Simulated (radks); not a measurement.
Results of a calculation; reference values are marked as such.
The nitrogen anion N3-, [Ne], held by a Watson sphere: a shell of charge +3 at radius R that stands for the Madelung well of a crystal (potential energy -3/R inside, -3/r outside, in hartree with lengths in bohr). Code: a radial shooting solver on a logarithmic mesh with Libxc functionals. Model: scalar-relativistic Kohn-Sham, LDA (Slater exchange, Perdew-Wang correlation), spin-polarised, spherical densities, finite nucleus; Fermi nuclear charge, rms radius of each element as measured or else 0.836 A^(1/3) + 0.57 fm. Response by self-consistent Sternheimer equations with the Hartree and adiabatic LDA kernel, the relativistic mass of each level held fixed and spin-orbit coupling left out. The sphere does not respond.

R (bohr)	e(1s) (eV)	e(2s) (eV)	e(2p) (eV)	<r> 2p (bohr)	sum of <r^2> (bohr^2)	X-ray form factor at sin(theta)/lambda = 0.1 1/angstrom	alpha (bohr^3)
1.63	-373.63	-20.404	-9.012	1.594	24.27	8.446	13.36
1.86	-374.21	-19.097	-8.115	1.693	27.23	8.290	17.54
1.88	-374.25	-18.991	-8.041	1.701	27.49	8.276	17.96
3.23	-375.38	-14.413	-4.496	2.247	47.42	7.465	79.56
3.46	-375.38	-14.028	-4.131	2.338	51.43	7.346	100.1
